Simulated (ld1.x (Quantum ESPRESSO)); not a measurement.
Pseudopotential generation for antimony (Sb): TM, PBE, scalar-relativistic.

Input for ld1.x (Quantum ESPRESSO) 7.5:

```
&input
   title='Sb', zed=51., rel=1, dft='PBE', iswitch=3,
   config='[Kr] 4d10 5s2 5p3',
   nld=2, rlderiv=1.95, eminld=-3.0, emaxld=5.0, deld=0.02
 /
 &inputp
   pseudotype=2, tm=.true., lloc=-2, rcloc=1.70,
   nlcc=.true., new_core_ps=.true.,
   file_pseudopw='Sb.UPF', file_wfcaegen='ae.wfc', file_wfcncgen='nc.wfc', file_beta='beta', file_chi='chi'
 /
2
5S  1  0   2.00   0.00  1.80  1.80  0.0
5P  2  1   3.00   0.00  1.70  1.70  0.0
 &test
   configts(1)='5s2 5p3'
 /
```

Command:

```bash
ld1.x < Sb.in > Sb.out
```

Output (shortened: banner, matrices, multipoles, cross overlaps and the repeated all-electron block are left out):

```
Program LD1 v.7.5
     --------------------------- All-electron run ----------------------------

     Sb
     scalar relativistic calculation

     atomic number is 51.00
     dft =PBE   lsd =0 sic =0 latt =0  beta=0.20 tr2=1.0E-14
     Exchange-correlation= PBE
                           (   1   4   3   4   0   0   0)
     mesh =1243 r(mesh) =  98.80758 a.u. xmin = -7.00 dx = 0.01250
     1 Ry =  13.60569312 eV, c = 137.03599908

     n l     nl                  e(Ry)          e(Ha)          e(eV)
     1 0     1S 1( 2.00)     -2227.4355     -1113.7177    -30305.8032
     2 0     2S 1( 2.00)      -338.9497      -169.4749     -4611.6462
     2 1     2P 1( 6.00)      -304.2841      -152.1420     -4139.9956
     3 0     3S 1( 2.00)       -66.4523       -33.2262      -904.1302
     3 1     3P 1( 6.00)       -55.1533       -27.5766      -750.3986
     4 0     4S 1( 2.00)       -10.9391        -5.4696      -148.8341
     4 1     4P 1( 6.00)        -7.4812        -3.7406      -101.7871
     3 2     3D 1(10.00)       -37.9157       -18.9579      -515.8696
     4 2     4D 1(10.00)        -2.4628        -1.2314       -33.5079
     5 0     5S 1( 2.00)        -0.9430        -0.4715       -12.8305
     5 1     5P 1( 3.00)        -0.3548        -0.1774        -4.8278

     final scf error:  9.3E-15 reached in  25 iterations

     Etot =  -12962.908074 Ry,   -6481.454037 Ha, -176369.349231 eV

     Ekin =   13558.029935 Ry,    6779.014967 Ha,  184466.394641 eV
     Encl =  -31351.634012 Ry,  -15675.817006 Ha, -426560.711266 eV
     Eh   =    5170.905808 Ry,    2585.452904 Ha,   70353.757593 eV
     Exc  =    -340.209805 Ry,    -170.104902 Ha,   -4628.790199 eV

     normalization and overlap integrals

     s(1S/1S) =  1.000000  <r> =   0.0284  <r2> =    0.0011  r(max) =   0.0184
     s(2S/2S) =  1.000000  <r> =   0.1226  <r2> =    0.0177  r(max) =   0.1034
     s(2P/2P) =  1.000000  <r> =   0.1071  <r2> =    0.0140  r(max) =   0.0826
     s(3S/3S) =  1.000000  <r> =   0.3305  <r2> =    0.1249  r(max) =   0.2991
     s(3P/3P) =  1.000000  <r> =   0.3288  <r2> =    0.1254  r(max) =   0.2918
     s(4S/4S) =  1.000000  <r> =   0.7908  <r2> =    0.7072  r(max) =   0.7266
     s(4P/4P) =  1.000000  <r> =   0.8523  <r2> =    0.8293  r(max) =   0.7639
     s(3D/3D) =  1.000000  <r> =   0.3054  <r2> =    0.1106  r(max) =   0.2449
     s(4D/4D) =  1.000000  <r> =   1.0302  <r2> =    1.2548  r(max) =   0.8442
     s(5S/5S) =  1.000000  <r> =   2.2266  <r2> =    5.6485  r(max) =   1.9025
     s(5P/5P) =  1.000000  <r> =   2.9196  <r2> =    9.9411  r(max) =   2.3530

     ------------------------ End of All-electron run ------------------------

     --------------------- Generating NC pseudopotential ---------------------

      Generating local potential from pseudized AE potential:
      Matching radius rcloc =   1.7000
      Enforcing V''(0)=0 (lloc=-2)

      Local pseudo, rcloc= 1.679 Estimated cut-off energy=    11.54 Ry

      Computing core charge for nlcc:

       r > 1.62 : true rho core
      Core charge pseudized with two Bessel functions
      Integrated core pseudo-charge :  14.38

      Wfc   5S  rcut= 1.810  Using Troullier-Martins method

      Wfc   5P  rcut= 1.679  Using Troullier-Martins method

     ------------------- End of pseudopotential generation -------------------

     Computing logarithmic derivative in   1.93856
     Computing logarithmic derivative in   1.93856
     Computing the partial wave expansion
     R is outside the sphere for l=    0 j= 0.00
     R is outside the sphere for l=    1 j= 0.00

     ---------------------- Testing the pseudopotential ----------------------

     Sb
     scalar relativistic calculation

     atomic number is 51.00   valence charge is  5.00
     dft =PBE   lsd =0 sic =0 latt =0  beta=0.20 tr2=1.0E-14
     mesh =1243 r(mesh) =  98.80758 xmin = -7.00 dx = 0.01250

     n l     nl             e AE (Ry)        e PS (Ry)    De AE-PS (Ry)
     1 0     5S   1( 2.00)       -0.94302       -0.94303        0.00000
     2 1     5P   1( 3.00)       -0.35484       -0.35483       -0.00001

     eps = 2.9E-16  iter =  4

     Etot =  -12962.908074 Ry,   -6481.454037 Ha, -176369.349231 eV
     Etotps =   -35.679855 Ry,     -17.839928 Ha,    -485.449159 eV

     Ekin =       3.394075 Ry,       1.697037 Ha,      46.178740 eV
     Encl =     -21.946873 Ry,     -10.973436 Ha,    -298.602418 eV
     Ehrt =       8.567504 Ry,       4.283752 Ha,     116.566829 eV
     Ecxc =     -28.062277 Ry,     -14.031139 Ha,    -381.806730 eV
     (Ecc =     -24.680743 Ry,     -12.340371 Ha,    -335.798610 eV)
     Epseu=       2.367716 Ry,       1.183858 Ha,      32.214420 eV

     ---------------------- End of pseudopotential test ----------------------
```

Generation and configuration tests took about 1.4 s on one core of a shared server CPU.
